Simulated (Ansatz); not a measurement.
A structure relaxed at r2SCAN-D4/def2-SVPD in Ansatz, charge -1, singlet:

```xyz
7

Al    1.202    1.496   -0.165
Al   -0.180    0.109    1.787
Al   -0.634   -1.247   -0.590
P    -0.235    0.808   -1.851
P    -0.082   -1.218   -2.750
P     1.151    1.875    2.061
P    -1.222   -1.824    1.508
```

Q: Give its formula.

A: Al3P4⁻.

Q: Summarise the bond lengths by kind (pairs closer than 1.2 times the sum of covalent radii, bridged metal pairs left out).

A: 7 × Al–P 2.21 to 2.44 Å; 1 × P–P 2.22 Å.

The restricted singlet is unstable towards broken spin symmetry in Hartree–Fock (as tested in another run); at r2SCAN-D4/def2-SVPD this wasn't settled. Another isomer (singlet) lies 0.20 eV lower at PBE0-D4/def2-TZVPD; other spin states weren't run for this one.
